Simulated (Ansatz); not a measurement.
C₅H₄F₆, SMILES `F[C@H]1CC(F)(F)[C@H](F)C1(F)F`. Charge 0, multiplicity 1. Geometry: relaxed with PBE0-D4/def2-TZVP.

```xyz
15

F     0.165    0.896   -1.948
C    -0.316    1.073   -0.670
C    -1.265   -0.056   -0.304
C    -0.394   -1.180    0.265
F    -0.817   -1.549    1.491
F    -0.434   -2.288   -0.513
C     1.044   -0.629    0.338
F     1.728   -1.055    1.425
C     0.846    0.882    0.305
F     0.456    1.330    1.522
F     1.953    1.552   -0.047
H    -0.747    2.072   -0.593
H    -1.834   -0.390   -1.171
H    -1.957    0.267    0.473
H     1.572   -0.925   -0.573
```

Q: What is the dipole moment at ωB97M-V/def2-TZVPP? (Estimate.)

A: Computed: 2.67 D, with components (-2.01, 1.16, -1.31) D in this frame, pointing from negative to positive charge.

Q: And with PBE, r2SCAN, B3LYP? (Best estimate.)

A: The calculation gave: PBE 2.47 D, r2SCAN 2.59 D, B3LYP 2.68 D.

Q: Give the Mulliken charges with ωB97M-V, B3LYP, PBE in def2-TZVPP. (An estimate is asked.)

A: The calculation gave: 
```
atom  ωB97M-V  B3LYP    PBE
  F1    -0.20  -0.22  -0.18
  C2     0.08   0.10   0.07
  C3    -0.24  -0.19  -0.14
  C4     0.36   0.38   0.28
  F5    -0.17  -0.19  -0.14
  F6    -0.18  -0.20  -0.15
  C7     0.03   0.08   0.06
  F8    -0.18  -0.20  -0.15
  C9     0.34   0.40   0.31
 F10    -0.17  -0.19  -0.14
 F11    -0.16  -0.18  -0.14
 H12     0.11   0.09   0.07
 H13     0.12   0.11   0.09
 H14     0.14   0.12   0.10
 H15     0.12   0.09   0.07
```

B3LYP here is the variant with VWN-RPA as its local correlation; programs differ in this.
